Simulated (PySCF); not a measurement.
tin monoxide (OSn), SMILES [O]=[Sn] (connectivity only; charge and spin as stated), neutral, multiplicity 1.

Geometry optimised at PBE-D3(BJ)/def2-TZVP. The def2 effective core potentials stand for the cores of Sn; spin–orbit coupling is left out.

Computed with TDDFT-PBE0/def2-TZVPD run with PySCF.

Vertical excitations; the highest root listed may be one member of a degenerate set.  State labels are in the subgroup C2v.

Computed excitation energies, oscillator strengths and character:
```tsv
state	symmetry	energy (eV)	λ (nm)	f	main pairs
S1	A2	3.53	351	0.000	HOMO−2→LUMO+1 50 %, HOMO−1→LUMO 50 %
S2	B2	3.79	327	0.032	HOMO→LUMO+1 (degenerate set)
S3	B1	3.79	327	0.032	HOMO→LUMO (degenerate set)
S4	A2	3.81	325	0.000	HOMO−1→LUMO, HOMO−2→LUMO+1 (degenerate set)
S5	A1	3.81	325	0.000	HOMO−2→LUMO, HOMO−1→LUMO+1 (degenerate set)
S6	A1	5.32	233	0.012	HOMO−1→LUMO+1 36 %, HOMO−2→LUMO 36 %, HOMO→LUMO+2 26 %
S7	B1	6.42	193	0.034	HOMO−2→LUMO+2 (degenerate set)
S8	B2	6.42	193	0.034	HOMO−1→LUMO+2 (degenerate set)
S9	A1	7.14	174	0.070	HOMO→LUMO+3 68 %, HOMO→LUMO+2 26 %
S10	B2	7.27	171	0.058	HOMO−1→LUMO+3 99 %
T1	A1	2.75	451	0	HOMO−1→LUMO+1 49 %, HOMO−2→LUMO 49 %
T2	B2	3.03	409	0	HOMO→LUMO+1 (degenerate set)
T3	B1	3.03	409	0	HOMO→LUMO (degenerate set)
T4	A2	3.08	403	0	HOMO−2→LUMO+1 49 %, HOMO−1→LUMO 49 %
```
Triplets are in the Tamm–Dancoff approximation, which puts them higher than full response would, so one can lie above its singlet here.
